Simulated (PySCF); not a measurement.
Bonds: Al1-Cl2, Al1-Cl3, Al1-C4, C4-C5, C4-C6, C4-C7. C5 carries H8, H9, H10; C6 carries H11, H12, H13; C7 carries H14, H15, H16.

Method: PBE0-D3(BJ)/def2-SVP structure, GIAO B3LYP/pcSseg-1 (pcSseg-2 on Al) shieldings, in PySCF (no solvent model, relativity neglected, one conformer, one averaged value for each set of equivalent atoms).

References, each an isolated molecule treated in the same way: TMS for 13C, 1H; 27Al vs [Al(H2O)6]3+; 35Cl vs HCl.

```csv
atoms,nucleus,count,δ (ppm)
Cl2/Cl3,35Cl,2,29
H8/H9/H10/H11/H12/H13/H14/H15/H16,1H,9,1.11
C5/C6/C7,13C,3,?
Al1,27Al,1,?
C4,13C,1,26.3
```

Problem. Fill in the missing shifts.

Solution. 
- C5/C6/C7: 29.4 ppm, carbon bonded to C, 3 H
- Al1: 206.3 ppm, aluminium bonded to C, 2 Cl

Shifts are as computed, not scaled to solution data. Of 1309 compounds with measured shifts, 239 miss one by over three times the rms of a fit or turn the order of signals round; such compounds aren't used in these exercises.
